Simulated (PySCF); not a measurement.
Br$_{2}$Ga, doublet, geometry from GFN2-xTB (such geometries of metal compounds can be far from the true shape) (the spin is typed, not shown lowest); DF-B97M-V/STO-3G run with PySCF.

Here is a job for PySCF.
```python
from pyscf import gto, scf, dft

mol = gto.M(
    atom='''
Ga    0.74424172    0.37193216    0.26857298
Br   -0.64309419    1.40267683   -1.42078963
Br   -0.01609134   -1.73210247    1.18291070
''',
    basis='sto-3g',
    spin=1,
    verbose=4,
)

mf = dft.UKS(mol)
mf.xc = 'b97m_v'
mf = mf.density_fit(auxbasis='def2-universal-jkfit')
mf.kernel()
```

Problem. Write the output that PySCF gives for this input, abridged.

Solution. 
```
PySCF version 2.14.0

[INPUT] verbose = 4
[INPUT] num. atoms = 3
[INPUT] num. electrons = 101
[INPUT] charge = 0
[INPUT] spin (= nelec alpha-beta = 2S) = 1
[INPUT] symmetry False subgroup None
[INPUT] Mole.unit = angstrom
[INPUT] Symbol           X                Y                Z      unit          X                Y                Z       unit  Magmom
[INPUT]  1 Ga     0.744241720000   0.371932160000   0.268572980000 AA    1.406413021275   0.702849919318   0.507529376658 Bohr   0.0
[INPUT]  2 Br    -0.643094190000   1.402676830000  -1.420789630000 AA   -1.215271891399   2.650675049973  -2.684903281322 Bohr   0.0
[INPUT]  3 Br    -0.016091340000  -1.732102470000   1.182910700000 AA   -0.030408225577  -3.273199287983   2.235377252818 Bohr   0.0

nuclear repulsion = 632.357309830226
number of shells = 24
number of NR pGTOs = 162
number of NR cGTOs = 54
basis = sto-3g
ecp = {}

******** <class 'pyscf.df.df_jk.DFUKS'> ********
method = DFUKS
initial guess = minao
damping factor = 0
level_shift factor = 0
DIIS = <class 'pyscf.scf.diis.CDIIS'>
diis_start_cycle = 1
diis_space = 8
diis_damp = 0
SCF conv_tol = 1e-09
SCF conv_tol_grad = None
SCF max_cycles = 50
direct_scf = False
number electrons alpha = 51  beta = 50
XC library pyscf.dft.libxc version 7.1.2
    S. Lehtola, C. Steigemann, M. J. T. Oliveira, and M. A. L. Marques,  SoftwareX 7, 1–5 (2018)
XC functionals = b97m_v
    N. Mardirossian and M. Head-Gordon,  J. Chem. Phys. 142, 074111 (2015)
radial grids:
    Treutler-Ahlrichs [JCP 102, 346 (1995); DOI:10.1063/1.469408] (M4) radial grids

becke partition: Becke, JCP 88, 2547 (1988); DOI:10.1063/1.454033
pruning grids: <function nwchem_prune>
grids dens level: 3
symmetrized grids: False
atomic radii adjust function: <function treutler_atomic_radii_adjust>
** Following is NLC and NLC Grids **
NLC functional = b97m_v
radial grids:
    Treutler-Ahlrichs [JCP 102, 346 (1995); DOI:10.1063/1.469408] (M4) radial grids

becke partition: Becke, JCP 88, 2547 (1988); DOI:10.1063/1.454033
pruning grids: <function nwchem_prune>
grids dens level: 3
symmetrized grids: False
atomic radii adjust function: <function treutler_atomic_radii_adjust>
small_rho_cutoff = 0
Set gradient conv threshold to 3.16228e-05
tot grids = 61752
tot grids = 61752
init E= -6984.58070274193

cycle= 1 E= -6993.58317039591  delta_E=   -9  |g|= 0.259  |ddm|= 1.59
cycle= 2 E= -6977.89228036447  delta_E= 15.7  |g|= 2.51  |ddm|=  5.1

cycle= 3 E= -6991.02692554816  delta_E= -13.1  |g|=  1.4  |ddm|= 4.18
cycle= 4 E= -6991.19756038417  delta_E= -0.171  |g|= 1.24  |ddm|= 0.192
cycle= 5 E= -6993.25388380797  delta_E= -2.06  |g|= 0.681  |ddm|= 2.82
cycle= 6 E= -6993.70462947298  delta_E= -0.451  |g|= 0.241  |ddm|= 0.995
cycle= 7 E= -6993.58804716927  delta_E= 0.117  |g|= 0.341  |ddm|= 0.435
cycle= 8 E= -6993.56609716053  delta_E= 0.022  |g|= 0.349  |ddm|= 0.0834
cycle= 9 E= -6993.77332519095  delta_E= -0.207  |g|= 0.077  |ddm|= 1.05
cycle= 10 E= -6993.77880967669  delta_E= -0.00548  |g|= 0.0505  |ddm|= 0.384
cycle= 11 E= -6993.77982661772  delta_E= -0.00102  |g|= 0.0418  |ddm|= 0.104
cycle= 12 E= -6993.78168117528  delta_E= -0.00185  |g|= 0.0234  |ddm|= 0.0681
cycle= 13 E= -6993.78247023628  delta_E= -0.000789  |g|= 0.00505  |ddm|= 0.098
cycle= 14 E= -6993.78250075095  delta_E= -3.05e-05  |g|= 0.00178  |ddm|= 0.0102
cycle= 15 E= -6993.78250611944  delta_E= -5.37e-06  |g|= 0.000181  |ddm|= 0.00817
cycle= 16 E= -6993.78250649864  delta_E= -3.79e-07  |g|= 0.000301  |ddm|= 0.00472
cycle= 17 E= -6993.78250670111  delta_E= -2.02e-07  |g|= 0.000168  |ddm|= 0.00198
cycle= 18 E= -6993.78250682583  delta_E= -1.25e-07  |g|= 5.47e-05  |ddm|= 0.00175
cycle= 19 E= -6993.78250687379  delta_E= -4.8e-08  |g|= 5.71e-05  |ddm|= 0.000876
cycle= 20 E= -6993.7825069704  delta_E= -9.66e-08  |g|= 4.58e-05  |ddm|= 0.00203
cycle= 21 E= -6993.78250704238  delta_E= -7.2e-08  |g|= 2.6e-05  |ddm|= 0.0024
cycle= 22 E= -6993.78250706635  delta_E= -2.4e-08  |g|= 7.73e-06  |ddm|= 0.00187
cycle= 23 E= -6993.78250706852  delta_E= -2.17e-09  |g|= 6.71e-06  |ddm|= 0.000474
cycle= 24 E= -6993.78250706907  delta_E= -5.42e-10  |g|= 5.06e-06  |ddm|= 8.92e-05
Extra cycle  E= -6993.78250706922  delta_E= -1.48e-10  |g|= 1.3e-05  |ddm|= 7.4e-05
converged SCF energy = -6993.78250706922  <S^2> = 0.75173947  2S+1 = 2.0017387
```
